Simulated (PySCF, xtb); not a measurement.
CH₄NO, SMILES NC=[OH+], charge +1. One conformer was computed; it need not be the lowest.

Harmonic wavenumbers (cm⁻¹) from GFN2-xTB (xtb) at its own minimum, in rising order: 521, 646, 710, 742, 978, 1009, 1129, 1267, 1325, 1424, 1677, 2983, 3295, 3337, 3396.

### Question
What does B3LYP-D3(BJ)/def2-TZVP (PySCF 2.14.0) give at its own minimum? (Estimate from the structure and the level; the computed values follow.)

### Answer
564, 595, 702, 739, 1068, 1091, 1171, 1398, 1438, 1627, 1743, 3200, 3501, 3605, 3673. Paired by order, the mean absolute difference is 120 cm⁻¹ and the zero-point energies are 34.9 and 37.3 kcal/mol.
